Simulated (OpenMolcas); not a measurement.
Systems:
- [MnCl4]-, a model complex in vacuum: D2d tetrahedron, bonds 62° from the S4 axis, Mn–Cl 2.24 Å; shape imposed, not necessarily the one it adopts

Method: state-averaged CASSCF on the open d shell, ANO basis sets as named, scalar-relativistic DKH2, RICD, in OpenMolcas. State energies are spin-free and vertical. Orbital splittings and repulsion parameters are fits to the integrals of the highest spin's CASSCF orbitals. Times are rough, from shared cores.

```tsv
case	ground state	first state of the same spin (cm⁻¹)	first state of another spin (cm⁻¹)	Racah B (cm⁻¹)	basis functions	relative time
ANO-RCC-VDZP	⁵B₂	⁵E 5330	³E(1) 19730	1066	106	1
ANO-RCC-VTZP on Mn and ANO-RCC-VDZ on Cl	⁵B₂	⁵E 5260	³E(1) 19940	1070	111	1
ANO-RCC-VTZP on Mn and ANO-RCC-VDZP on Cl	⁵B₂	⁵E 5270	³E(1) 20040	1078	131	2
ANO-RCC-VQZP on Mn and ANO-RCC-VDZP on Cl	⁵B₂	⁵E 5240	³E(1) 20070	1080	167	3
```

The minimal active space holds the metal's open shell only. Bond lengths were set by rule and not optimised; energies are vertical at this geometry. CASSCF on this space leaves out dynamic correlation. A perturbation step moves a level of ANO-RCC-VDZP by 2.1 eV (SC-NEVPT2) from CASSCF, too much for a small correction, so neither level is settled. A perturbation step moves a level of ANO-RCC-VTZP on Mn and ANO-RCC-VDZ on Cl by 2.3 eV (SC-NEVPT2) from CASSCF, too much for a small correction, so neither level is settled. A perturbation step moves a level of ANO-RCC-VTZP on Mn and ANO-RCC-VDZP on Cl by 2.3 eV (SC-NEVPT2) from CASSCF, too much for a small correction, so neither level is settled. A perturbation step moves a level of ANO-RCC-VQZP on Mn and ANO-RCC-VDZP on Cl by 2.3 eV (SC-NEVPT2) from CASSCF, too much for a small correction, so neither level is settled.
